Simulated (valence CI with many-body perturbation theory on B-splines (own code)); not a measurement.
**Re42+: E2, M1, M2 decay**

Computed by configuration interaction combined with many-body perturbation theory (CI+MBPT): five valence electrons over a frozen Dirac-Fock core [Ar] 3d10, radial functions for each j: 9 s, 9 p, 8 d, 6 f, 3 g, 1 h, with the one-electron correlation potential Σ1, the two-electron term Σ2, the three-electron term Σ3, Breit, model QED; selected CI, second order for the rest (own B-spline code, finite nucleus).

The last digits are not significant, and no measured levels were compared; by estimate large intervals hold to a few tenths of a per cent, small ones and those within an open d or f shell to about a per cent. Among the levels kept, up to 270 cm⁻¹ of a level comes from second order outside the variational space, and about a tenth of that is noise between levels of different J, which matters for small intervals.

Lines 1 to 19 of 19 in falling wavelength, among levels below 3189.7 × 10³ cm⁻¹, chosen from the decays that carry over 1 % of a level's rate. Wavelengths and rates use the calculated energies. Electric multipoles are in the length gauge, E1 and E2 with the static RPA response of the core. Weak lines are less certain than strong ones. Lines between different terms over intervals too small for the method are left out, as are lines whose strength nearly cancels. The highest levels of a list are the least certain.

Levels are named by their leading jj configuration (3d3/2^4 stands for four electrons in 3d with j = 3/2), which in mixed levels can hold well under half, so a name can repeat and another be missing. Letters in brackets count levels of one name in rising energy.

| λ vac (Å) | Upper | Lower | Type | A (s⁻¹) | Branch % |
| --- | --- | --- | --- | --- | --- |
| 556.6 | (4s^2 4p1/2 4p3/2 4d5/2) J=9/2 | (4s^2 4p1/2 4p3/2 4d3/2) J=7/2 | M1 | 6.67e+04 | 32.8 |
| 152.8 | (4s^2 4p1/2 4p3/2 4d5/2) J=9/2 | (4s 4p1/2^2 4p3/2^2) J=5/2 | E2 | 1.48e+04 | 7.3 |
| 144.9 | (4s^2 4p3/2^2 4d5/2) J=9/2 | (4s^2 4p1/2 4p3/2 4d5/2) J=7/2 [b] | M1 | 2.44e+06 | 23.6 |
| 129.0 | (4s^2 4p1/2 4p3/2^2) J=3/2 | (4s^2 4p1/2^2 4p3/2) J=3/2 | M1 | 8.85e+06 | 99.1 |
| 127.7 | (4s^2 4p3/2^3) J=3/2 | (4s^2 4p1/2 4p3/2^2) J=1/2 | M1 | 2.23e+06 | 12.6 |
| 126.7 | (4s^2 4p1/2 4p3/2 4d5/2) J=9/2 | (4s^2 4p1/2^2 4d5/2) J=5/2 | E2 | 1.13e+05 | 55.6 |
| 125.2 | (4s^2 4p3/2^2 4d5/2) J=9/2 | (4s^2 4p1/2 4p3/2 4d5/2) J=9/2 | M1 | 3.93e+06 | 38.1 |
| 125.2 | (4s^2 4p3/2^2 4d5/2) J=9/2 | (4s^2 4p1/2 4p3/2 4d5/2) J=9/2 | E2 | 1.72e+05 | 1.7 |
| 121.9 | (4s^2 4p1/2 4p3/2^2) J=5/2 | (4s^2 4p1/2^2 4p3/2) J=3/2 | M1 | 1.55e+06 | 82.7 |
| 121.9 | (4s^2 4p1/2 4p3/2^2) J=5/2 | (4s^2 4p1/2^2 4p3/2) J=3/2 | E2 | 3.23e+05 | 17.3 |
| 119.1 | (4s^2 4p3/2^3) J=3/2 | (4s^2 4p1/2 4p3/2^2) J=5/2 | M1 | 2.67e+06 | 15.1 |
| 119.1 | (4s^2 4p3/2^3) J=3/2 | (4s^2 4p1/2 4p3/2^2) J=5/2 | E2 | 6.04e+05 | 3.4 |
| 117.8 | (4s^2 4p3/2^2 4d5/2) J=9/2 | (4s^2 4p1/2 4p3/2 4d5/2) J=7/2 [a] | M1 | 3.22e+06 | 31.2 |
| 117.8 | (4s^2 4p3/2^2 4d5/2) J=9/2 | (4s^2 4p1/2 4p3/2 4d5/2) J=7/2 [a] | E2 | 1.61e+05 | 1.6 |
| 114.1 | (4s^2 4p1/2 4p3/2^2) J=1/2 | (4s^2 4p1/2^2 4p3/2) J=3/2 | M1 | 5.58e+06 | 94.6 |
| 114.1 | (4s^2 4p1/2 4p3/2^2) J=1/2 | (4s^2 4p1/2^2 4p3/2) J=3/2 | E2 | 3.16e+05 | 5.4 |
| 113.0 | (4s^2 4p3/2^3) J=3/2 | (4s^2 4p1/2 4p3/2^2) J=3/2 | M1 | 1.12e+07 | 63.5 |
| 102.2 | (4s^2 4p3/2^2 4d5/2) J=9/2 | (4s^2 4p1/2 4p3/2 4d3/2) J=7/2 | M1 | 1.35e+05 | 1.3 |
| 69.19 | (4s^2 4p1/2 4p3/2 4d5/2) J=9/2 | (4s^2 4p1/2 4p3/2^2) J=5/2 | M2 | 7.34e+03 | 3.6 |
